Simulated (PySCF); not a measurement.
**NMR data sheet: C5H7FO2Si**

| Quantity | Value |
| --- | --- |
| Formula | C5H7FO2Si |
| SMILES | COC1=C[Si@@H](O)C=C1F |
| Point group of the computed structure | C1 |
| Degrees of unsaturation | 3 |
| Carbon signals | 5 |
| Proton signals | 5 |

Structure with atom numbers: `[CH3:1][O:2][C:3]1=[CH:4][Si@@H:5]([OH:6])[CH:7]=[C:8]1[F:9]`; H(Xn) means a hydrogen on atom n.

- NMR shieldings at PBE0/pcSseg-1/GIAO
- structure optimised with GFN2-xTB
- code: PySCF 2.14.0 with density-fitted response routines
- no solvent model, one computed conformer, averaged over atoms made equivalent by symmetry, fast rotation or ring inversion, relativity neglected

δ = σ(ref) − σ, references computed at the same level: TMS for 1H (σ = 31.72 ppm), 13C (σ = 186.93 ppm), 29Si (σ = 349.16 ppm); CFCl3 for 19F (σ = 170.95 ppm); 17O (σ = 336.08 ppm) vs H2O.

| carbon | δC, type | δH (multiplicity) | HMBC from (2–3 bonds) | span of the C tensor (ppm) |
| --- | --- | --- | --- | --- |
| C1 | 56.8, CH3 | 3.79 (s) | – | 77 |
| C3 | 173.3, C | – | H(Si5), H(C7), H(C4), H(C1) | 182 |
| C4 | 91.0, CH | 4.00 (m) | H(Si5), H(C7) | 159 |
| C7 | 103.8, CH | 4.96 (m) | H(Si5), H(C4) | 173 |
| C8 | 177.2, C | – | H(Si5), H(C7), H(C4) | 171 |

Other nuclei:
```json
{"atoms": "H(Si5)", "nucleus": "1H", "environment": "hydrogen on a silicon bonded to 2 C, O, in a 5-membered ring", "δ (ppm)": "5.07", "σ (ppm)": "26.65"}
{"atoms": "H(O6)", "nucleus": "1H", "environment": "hydrogen on an oxygen bonded to Si", "δ (ppm)": "1.20", "σ (ppm)": "30.52"}
{"atoms": "F9", "nucleus": "19F", "environment": "vinylic fluorine", "δ (ppm)": "-96.3", "σ (ppm)": "267.3"}
{"atoms": "Si5", "nucleus": "29Si", "environment": "silicon bonded to 2 C, O, H, in a 5-membered ring", "δ (ppm)": "-26.7", "σ (ppm)": "375.9"}
{"atoms": "O2", "nucleus": "17O", "environment": "ether oxygen", "δ (ppm)": "133.9", "σ (ppm)": "202.2"}
{"atoms": "O6", "nucleus": "17O", "environment": "oxygen bonded to Si, H", "δ (ppm)": "18.2", "σ (ppm)": "317.9"}
```

- Carbon types of the structure: 2 × C, 2 × CH, 1 × CH3, leaving 2 H on heteroatoms.
- δC 177.2: fully substituted alkene carbon.
- δC 173.3: alkene carbon bearing oxygen; an sp2 carbon further deshielded by the attached heteroatom.
- δC 103.8: alkene CH; the olefinic region.
- δC 91.0: β carbon of an enol-ether or enamine type C=C; the O or N lone pair pushes π density onto this β carbon and shields it.
- δH 3.79: hydrogen on a methyl carbon bonded to O; its carbon carries O, which withdraws density.

Exchangeable OH/NH protons stand at their gas-phase positions; hydrogen bonding in a real sample shifts them, mostly to higher δ. Splittings by 19F in the carbon and heteronuclear signals aren't shown, as no couplings were computed. Shifts are as computed. Against solution values, carbons near 30 ppm lie about +3 ppm off and those near 130 ppm about +5 ppm. Of 1211 compounds with measured shifts, 218 miss one by over three times the rms of a fit or turn the order of signals round; such compounds aren't used in these exercises. Unscaled 19F shifts against computed CFCl3 carry errors that often reach 10 to 50 ppm. Experimental scales use liquid or dissolved standards, which lie at an offset from isolated H2O (liquid H2O: subtract about 36 ppm). Multiplicities follow the n + 1 count of equivalent neighbours, as no J values were calculated; m marks all less simple cases, F and P coupling included.
